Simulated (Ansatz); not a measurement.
Compare A (`OB/C=N/CS`) with its isomer B (`C=C(N)SBO`).

Program: Ansatz. Geometries: PBE0-D4/def2-TZVP. ΔE: electronic, gas phase. CBS: MP2 limit from def2 TZ/QZ plus the TZ coupled-cluster correction, frozen cores. Functionals use def2-TZVPP. B3LYP here is the variant with VWN-RPA as its local correlation; programs differ in this. Each species was taken in one conformer, which may not be the lowest.

(1) Which is lower in electronic energy at CCSD(T)/CBS, and by how much? (Best estimate.)

(2) Give E(B) − E(A) in kJ/mol with CCSD(T)/def2-TZVPP, PBE0-D4, B2PLYP, ωB97M-V, B3LYP-D4, HF/def2-TZVPP, r2SCAN-D4. (Best estimate.)

Largest T1 diagnostic: 0.013.

Answers

(1) Computed: B, by 117.4 kJ/mol.

(2) Computed: CCSD(T)/def2-TZVPP -112.9, PBE0-D4 -127.9, B2PLYP -113.9, ωB97M-V -118.7, B3LYP-D4 -118.2, HF/def2-TZVPP -90.4, r2SCAN-D4 -130.1. None reverses the order clearly.

In def2-TZVPP, CCSD(T) changes the Hartree–Fock value by −22.6 kJ/mol (the triples alone add −4.8 kJ/mol) and MP2 by −34.0 kJ/mol. The D4 term adds −8.3 kJ/mol with B3LYP and −4.1 kJ/mol with PBE0; it sums over pairs of atoms, weighted by their polarisabilities, and B3LYP, whose exchange is more repulsive, gets the larger term.
